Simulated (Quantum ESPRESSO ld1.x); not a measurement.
Question: Pr4+, configuration [Xe] 4f1 (the NIST ground configuration). Method: Dirac Kohn-Sham, LDA (Slater exchange, Hedin-Lundqvist correlation), spin-unpolarised, spherical densities, point nucleus; open shells are shared between the two j in proportion to 2j + 1; computed with ld1.x of Quantum ESPRESSO 7.5. Some entries of the table are withheld. Estimate them.

| orbital | occ. | eigenvalue (eV) | <r> (bohr) |
|---|---|---|---|
| 1s1/2 | 2 | -41787.3 | 0.02411 |
| 2s1/2 | 2 | -6764.11 | 0.1027 |
| 2p1/2 | 2 | (1) | (2) |
| 2p3/2 | 4 | (3) | (4) |
| 3s1/2 | 2 | -1501.19 | 0.2724 |
| 3p1/2 | 2 | -1345.18 | 0.2620 |
| 3p3/2 | 4 | -1249.88 | 0.2743 |
| 3d3/2 | 4 | -976.655 | 0.2454 |
| 3d5/2 | 6 | -956.107 | 0.2493 |
| 4s1/2 | 2 | -339.196 | 0.6200 |
| 4p1/2 | 2 | -280.643 | 0.6366 |
| 4p3/2 | 4 | -259.666 | 0.6640 |
| 4d3/2 | 4 | (5) | (6) |
| 4d5/2 | 6 | (7) | (8) |
| 5s1/2 | 2 | -81.1986 | 1.426 |
| 5p1/2 | 2 | -64.0402 | 1.563 |
| 5p3/2 | 4 | -60.4813 | 1.630 |
| 4f5/2 | 0.428571 | -49.1766 | (9) |
| 4f7/2 | 0.571429 | -48.7228 | (10) |

Answer: 
(1) 2p1/2 eigenvalue (eV): -6397.89
(2) 2p1/2 <r> (bohr): 0.08609
(3) 2p3/2 eigenvalue (eV): -5916.37
(4) 2p3/2 <r> (bohr): 0.09240
(5) 4d3/2 eigenvalue (eV): -163.125
(6) 4d3/2 <r> (bohr): 0.7116
(7) 4d5/2 eigenvalue (eV): -159.389
(8) 4d5/2 <r> (bohr): 0.7211
(9) 4f5/2 <r> (bohr): 0.9271
(10) 4f7/2 <r> (bohr): 0.9339
